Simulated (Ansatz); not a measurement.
**One elementary step**

Start structure (Si2NH8F, singlet), relaxed at PBE0-D4/def2-TZVP:

```
atom    x (Å)    y (Å)    z (Å)
 Si1  -1.6531  -0.3200   0.7722
  F2  -1.3103  -0.6579  -0.7621
  H3  -2.7938  -1.1921   1.1277
  H4  -1.9655   1.1249   0.8024
  N5  -0.3877  -0.6262   1.8566
  H6   1.8152  -0.7605  -1.1669
 Si7   1.5684   0.6408  -1.5859
  H8  -0.1717  -1.5568   2.1727
  H9   0.4044  -0.0102   1.9344
 H10   0.9755   1.3987  -0.4526
 H11   2.8632   1.2761  -1.9465
 H12   0.6554   0.6833  -2.7519
```

The step: SiNH₄F ([NH2][SiH2][F]) + SiH₄ → Si₂NH₇ ([NH2][SiH2][SiH3]) + HF; bonds formed: Si1–Si7, F2–H6; bonds broken: Si1–F2, H6–Si7. Ansatz 0.2.0; basis: def2-TZVPP and def2-QZVPP; cores frozen in the correlated methods. Extrapolation: Hartree–Fock as exp(−7.88 √X), correlation as X^−2.97. Energies below are by CCSD(T) at an estimated basis limit (MP2 extrapolated from triple and quadruple zeta, plus CCSD(T) − MP2 in triple zeta).

(1) What are the electronic barrier and the energy of the step, from the start structure to the end structure? (An estimate is asked for; the value comes from the calculation.)

No T1 diagnostic of these runs exceeds 0.014.

## Answers

(1) The calculation gives: Barrier 3.041 eV; step energy 1.607 eV (uphill); reverse barrier, their difference, 1.434 eV. Barrier and step energy count from the start structure, the reverse barrier from the end structure.

The saddle point: One imaginary mode of 1054i cm⁻¹.
| pair | start (Å) | saddle (Å) | end (Å) |
| --- | --- | --- | --- |
| Si1–Si7 | 4.11 | 2.57 | 2.36 |
| F2–H6 | 3.15 | 1.18 | 0.93 |
| Si1–F2 | 1.61 | 1.99 | 3.50 |
| H6–Si7 | 1.48 | 1.83 | 2.73 |

Zero-point energy (harmonic, PBE0-D4): ZPE is 2.131 eV at the start and 2.087 eV at the saddle, so the barrier goes from 3.041 to 2.997 eV.

Labels in which every atom is bracketed show which atoms are joined, not bond orders.

For scale, one of the runs: CCSD(T)/def2-TZVPP, 258 basis functions, launched by `ansatz run in.yaml --threads 4 --pin off --events-out ev --progress --plain --max-ram 9574MiB`. The run took 2.6 min on 4 CPU threads of an Arm Neoverse V1 (shared host), with 5.7 GiB of host memory at its peak.
